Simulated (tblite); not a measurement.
**Question.** What does the GFN2-xTB structure of `C1CCC(C1)P(=O)(C)C` look like in three dimensions?

**Answer.** 
```xyz
24
C7H15OP angstrom
C      2.2854    1.3067    0.4322
P      1.2824    0.2435   -0.6775
C      2.3018   -1.2674   -0.8940
O      0.9279    0.8956   -1.9438
C     -0.1693   -0.2796    0.3397
C     -1.0906   -1.1853   -0.4961
C     -2.3605   -0.3647   -0.7283
C     -2.4509    0.5184    0.5114
C     -1.0020    0.9561    0.7075
H      1.7386    2.2298    0.6118
H      3.2106    1.5476   -0.0883
H      2.5078    0.8170    1.3749
H      1.7674   -1.9614   -1.5389
H      2.5298   -1.7433    0.0544
H      3.2234   -0.9722   -1.3926
H      0.1855   -0.7990    1.2317
H     -1.3196   -2.1039    0.0473
H     -0.6229   -1.4549   -1.4448
H     -2.2301    0.2641   -1.6094
H     -3.2394   -0.9924   -0.8700
H     -2.7888   -0.0681    1.3686
H     -3.1262    1.3625    0.3791
H     -0.7987    1.3115    1.7175
H     -0.7733    1.7593    0.0008
```

Any rigid rotation of these coordinates is as good. Atoms count from 1 in this order. The 5-membered ring C5–C6–C7–C8–C9 has internal angles of 102.4° to 106.2°; it is puckered, 0.18 Å rms from its mean plane, widest ring torsion 42°. Of the pairs four or more bonds apart, O4···H24 is among the closest relative to their van der Waals radii: 2.72 Å, 100 % of the sum of Bondi's values. P2 (phosphoryl phosphorus) is distorted tetrahedral (angles from 104.2° to 114.3°).

Bonds between heavy atoms (Å): C1–P2 1.835, P2–C3 1.835, P2=O4 1.468, P2–C5 1.848, C5–C6 1.539, C6–C7 1.530, C7–C8 1.525, C8–C9 1.526, C5–C9 1.535.

Computed geometry: GFN2-xTB, gas phase.

Point group: C1 (no symmetry element, even within 0.4 Å). Its GFN2-xTB frequencies are all real (lowest 34 cm⁻¹). One conformer, not necessarily the lowest (C1–P2–C5–C6 180°, P2–C5–C6–C7 -111°, C5–C6–C7–C8 -30°, C6–C7–C8–C9 42°, C7–C8–C9–C5 -38°). 3 starts were optimised and ended at 0.00, 0.58 and 0.70 kcal/mol (GFN2-xTB); the lowest of these is shown.
